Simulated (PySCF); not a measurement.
B(OH)2(SiH3) (BH₅O₂Si), SMILES B(O)([SiH3])O.

Coordinates come from a PBE0-D3(BJ)/def2-SVP optimisation. Other conformers were not sampled.

Calculation: TDDFT-B3LYP/def2-SVPD (PySCF).

Vertical excitations. 

Computed excitation energies, oscillator strengths and character:
```tsv
state	energy (eV)	λ (nm)	f	main pairs
S1	6.74	184	0.183	HOMO→LUMO 99 %
S2	6.94	179	0.027	HOMO→LUMO+1 96 %
S3	7.60	163	0.001	HOMO−3→LUMO 85 %
S4	7.67	162	0.002	HOMO−1→LUMO 54 %, HOMO−1→LUMO+1 29 %, HOMO−3→LUMO 13 %
S5	7.71	161	0.004	HOMO−2→LUMO 98 %
S6	7.74	160	0.009	HOMO−1→LUMO+1 63 %, HOMO−1→LUMO 30 %
S7	7.98	155	0.011	HOMO→LUMO+2 82 %
S8	8.03	154	0.046	HOMO−2→LUMO+1 70 %, HOMO→LUMO+3 21 %
S9	8.12	153	0.025	HOMO→LUMO+3 78 %, HOMO−2→LUMO+1 18 %
S10	8.15	152	0.006	HOMO−4→LUMO 80 %, HOMO−3→LUMO+1 15 %
T1	5.73	217	0	HOMO→LUMO+1 98 %
T2	6.49	191	0	HOMO→LUMO 99 %
T3	7.21	172	0	HOMO−2→LUMO+1 93 %
T4	7.33	169	0	HOMO−1→LUMO+1 44 %, HOMO−3→LUMO+1 33 %, HOMO→LUMO+2 14 %
```
Triplets are in the Tamm–Dancoff approximation, which puts them higher than full response would, so one can lie above its singlet here.
